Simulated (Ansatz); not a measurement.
Basis-set extrapolation for `BC(F)[SiH2]F` (PBE0-D4/def2-TZVP geometry, frozen core, Ansatz 0.2.0). Multiplicity 1, RHF reference.

```
                      def2-TZVPP   def2-QZVPP
                 HF  -553.433770  -553.455285
    MP2 correlation    -0.886900    -0.962771
CCSD(T) correlation    -0.955780      not run
```

Energies in hartree. Use E(X) = E(∞) + A·exp(−7.88·√X) for Hartree–Fock and E(X) = E(∞) + B·X^(−2.97) for correlation, with X = 3 and 4, and add CCSD(T) minus MP2 of the smaller set to the MP2 limit.

Question: What is the CCSD(T) energy at the basis-set limit?

Answer: HF limit: -553.455285 + (-0.021515) × 0.13774 = -553.45825. MP2 limit: -0.962771 + (-0.075871) × 0.74074 = -1.01897. Higher-order term: -0.955780 − (-0.886900) = -0.06888. Total: -554.54610 hartree, 411.0 kJ/mol below CCSD(T)/def2-TZVPP.
